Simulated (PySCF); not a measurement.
Compound: C₅H₅FO.
Atom-mapped SMILES: `[O:1]=[C:2]1[CH:3]=[CH:4][CH2:5][C@@H:6]1[F:7]` (hydrogens: H8 on C3; H9 on C4; H10, H11 on C5; H12 on C6)

Geometry (PBE0-D3(BJ)/def2-SVP, Å), atoms numbered from 1 in this order:
```xyz
12
C5H5FO angstrom
O      2.4158    0.5481    0.4329
C      1.2684    0.3632    0.1221
C      0.3117    1.3129   -0.4814
C     -0.9208    0.7790   -0.4680
C     -0.9660   -0.5889    0.1483
C      0.5066   -0.9644    0.2862
F      0.8080   -1.5804    1.4637
H      0.5947    2.3050   -0.8350
H     -1.8191    1.2748   -0.8456
H     -1.5585   -1.3034   -0.4436
H     -1.4214   -0.5494    1.1530
H      0.8202   -1.6257   -0.5428
```

The calculation used core-valence-separated Tamm–Dancoff BHandHLYP/aug-pcX-1 (pcseg-1 on H) in PySCF, non-relativistic, gas phase, PBE0-D3(BJ)/def2-SVP geometry. Absolute energies from this functional tend to lie a few eV below measured edges; no shift was applied.

The lowest roots of each edge with f over 0.003 (five at most, numbered afresh; weaker and dark ones are left out), with transition dipoles (au) in the frame of the coordinates:

| root | edge | E (eV) | f | μx | μy | μz |
| --- | --- | --- | --- | --- | --- | --- |
| 1 | C | 282.18 | 0.0655 | 0.0151 | -0.0400 | -0.0875 |
| 2 | C | 282.48 | 0.0441 | 0.0116 | -0.0302 | -0.0730 |
| 3 | C | 283.36 | 0.0727 | 0.0295 | -0.0318 | -0.0926 |
| 4 | C | 285.59 | 0.0191 | 0.0085 | -0.0245 | -0.0453 |
| 5 | C | 286.08 | 0.0165 | 0.0339 | 0.0327 | 0.0117 |
| 6 | O | 528.32 | 0.0478 | -0.0187 | 0.0175 | 0.0551 |
| 7 | F | 684.68 | 0.0177 | 0.0062 | -0.0157 | 0.0278 |
| 8 | F | 686.29 | 0.0136 | 0.0053 | -0.0079 | 0.0268 |
| 9 | F | 686.81 | 0.0047 | 0.0022 | 0.0066 | -0.0151 |
| 10 | F | 687.57 | 0.0038 | 0.0077 | -0.0069 | 0.0109 |

Problem. Molecules are fixed in this frame and the field points along (1, 0, −1)/√2. What effective strengths 3 f cos²θ do the roots have (θ between field and μ)?

Solution. root 1 (C4): 0.109, root 2 (C3): 0.074, root 3 (C2): 0.155, root 4 (C3): 0.030, root 5 (C5): 0.005, root 6 (O1): 0.106, root 7 (F7): 0.012, root 8 (F7): 0.012, root 9 (F7): 0.008, root 10 (F7): 0.000. Root 3 is the strongest. Averaged over all orientations cos²θ is 1/3, which gives f back.

One conformer stands for the species.
